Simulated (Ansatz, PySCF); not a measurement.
Gas-phase reaction R1 → P1, each structure at its B3LYP-D3(BJ)/def2-TZVP stationary point, reached from a drawn start; harmonic modes at that level show minima.
R1, CHN (SMILES [C-]#[NH+]) (charge 0, multiplicity 1):
```xyz
3

H      0.00000     0.00000    -1.05295
N      0.00000     0.00000    -0.05550
C      0.00000     0.00000     1.10855
```
P1, CHN (SMILES C#N) (charge 0, multiplicity 1, Z-matrix in Å and degrees):
```
C
N 1 1.1462
H 1 1.0667 2 180.00
```

P less R. No zero-point or thermal terms.

Cores are frozen in the correlated methods.

Run with Ansatz (a first-principles code); PySCF for the D3/D4 terms. Each number belongs to the level named beside it.

PBE/def2-TZVPP gives -14.88 kcal/mol for the reaction energy.

### Question
Where do these levels fall relative to PBE: PBE-D3(BJ)/def2-TZVPP, r2SCAN/def2-TZVPP, PBE0/def2-TZVPP, wB97M-V/def2-TZVPP, B2PLYP/def2-TZVPP, MP2/cc-pVQZ, CCSD(T)/cc-pVQZ.

### Answer
PBE-D3(BJ)/def2-TZVPP 0.05; r2SCAN/def2-TZVPP 0.49; PBE0/def2-TZVPP 1.19; wB97M-V/def2-TZVPP 2.62; B2PLYP/def2-TZVPP -0.41; MP2/cc-pVQZ -2.63; CCSD(T)/cc-pVQZ 0.11 kcal/mol. 5 of 7 lie above PBE; the widest gap is to MP2/cc-pVQZ.
